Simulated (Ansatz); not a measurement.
C₅HF₈GaO₂ (`FC(F)(F)C1=CC(C(F)(F)F)=[O+][Ga-]([F])([F])[O]1`), relaxed with RKS PBE0-D4/def2-TZVP in Ansatz from a PBE-D4/def2-SVP geometry. The force threshold is 0.005 eV/Å; the program also tests the step.

The species carries charge 0 and has multiplicity 1.

Start:

```xyz
17

F     0.798   -1.529    2.738
C     0.352   -0.257    2.641
F    -0.918   -0.224    3.100
F     1.111    0.530    3.403
C     0.372    0.193    1.161
C    -0.328   -0.598    0.236
C    -0.407   -0.285   -1.131
C    -1.221   -1.242   -2.034
F    -2.504   -1.274   -1.614
F    -0.718   -2.491   -1.938
F    -1.189   -0.856   -3.309
O     0.114    0.716   -1.730
Ga    1.186    2.061   -0.831
F     0.313    3.582   -0.843
F     2.847    1.912   -1.379
O     1.031    1.264    0.929
H    -0.836   -1.501    0.599
```

Question: How much energy does the relaxation release, and in how many steps? (Best estimate.)

Answer: Ansatz gave: 0.16 eV, in 41 steps, 5 of them rejected.

Question: Which bonds change most? (An estimate is asked.)

Answer: Ansatz gave: O12–Ga13 from 1.940 to 1.905 Å; Ga13–O16 from 1.938 to 1.905 Å; C2–F3 from 1.351 to 1.328 Å; C8–F9 from 1.350 to 1.328 Å.

Question: Give the relaxed structure. (Best estimate.)

Answer: Computed: 
```xyz
17

F    -0.051   -1.502    2.813
C     0.480   -0.298    2.618
F    -0.140    0.568    3.410
F     1.763   -0.345    2.957
C     0.349    0.156    1.155
C    -0.271   -0.679    0.234
C    -0.414   -0.318   -1.099
C    -1.107   -1.284   -2.073
F    -2.174   -0.694   -2.601
F    -1.500   -2.401   -1.468
F    -0.270   -1.608   -3.051
O    -0.033    0.749   -1.654
Ga    0.860    2.166   -0.746
F    -0.182    3.553   -0.685
F     2.495    2.273   -1.322
O     0.847    1.296    0.949
H    -0.651   -1.632    0.563
```
